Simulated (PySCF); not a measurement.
Job for PySCF: R-MP2/6-31G* on HCl (SMILES Cl) with ghost functions, monomers drawn apart or pushed together.

```python
from pyscf import gto, scf, dft, mp
from pyscf.data.elements import chemcore

mol = gto.M(
    atom='''
    Cl   -0.44736345    0.01661880    0.25716943
    H    -0.30982662    0.03203966    1.54328828
    ghost-C    0.41191965    0.56818831    4.14978233
    ghost-C   -0.44679657   -0.43805176    4.25990567
    ghost-H    1.47567331    0.39855657    4.03516936
    ghost-H    0.08498766    1.60067474    4.17393822
    ghost-H   -1.51008466   -0.26828025    4.37854273
    ghost-H   -0.11943026   -1.47046324    4.23973076
    ''',
    basis='6-31g*',
    cart=True,
    charge=0, spin=0, verbose=3, max_memory=1800)
mf = scf.RHF(mol)
mf.conv_tol = 1e-8
mf.max_cycle = 100
mf.kernel()
if not mf.converged:
    mf = mf.newton().run(mf.mo_coeff, mf.mo_occ)
pt = mp.MP2(mf, frozen=chemcore(mol)).run()
```

Program output:

```
converged SCF energy = -460.059634851353
E(RMP2) = -460.192501618247  E_corr = -0.132866766893283
E(SCS-RMP2) = -460.191260679058  E_corr = -0.131625827705039
```

Self-consistency was reached.

Cost: roughly 0.6 core-seconds.
